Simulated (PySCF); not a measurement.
Se: excitation energy

Se [Ar] 3d10 4s2 4p4 (3P) → Se [Ar] 3d10 4s2 4p3 4d1 (5D), as a difference of total energies. All numbers are calculated (PySCF 2.14, scalar relativity through the core potential, in aug-cc-pVQZ-PP with ECP10MDF). Correlated levels: valence: 3s2 3p6 3d10 frozen. The calculations carry no spin-orbit coupling.

| method | excitation energy (eV) |
| --- | --- |
| UHF | 7.373 |
| LDA | 7.969 |
| PBE | 7.700 |
| PBE0 | 7.816 |
| r2SCAN | 7.973 |
| LC-wPBE | 8.179 |
| BLYP | 7.908 |
| revPBE | 7.641 |
| MP2 (valence) | 7.939 |

Problem. Estimate what SCS-MP2 (valence) gives.

Solution. 8.138 eV, closest to LC-wPBE among the rows shown.

Problem. Estimate what wB97X-V gives.

Solution. 8.356 eV, closest to LC-wPBE among the rows shown.

Errors of the correlated levels include the incompleteness of this basis and the frozen core.

The promoted electron is Rydberg-like, and one or two diffuse shells describe it only roughly, which tends to raise the upper state.

In the upper state the promoted electron has a positive orbital energy at LDA, PBE, r2SCAN, BLYP, revPBE, so the basis confines it.

For comparison: 7.741 eV (measured; NIST levels, between the centres of gravity of the two terms).
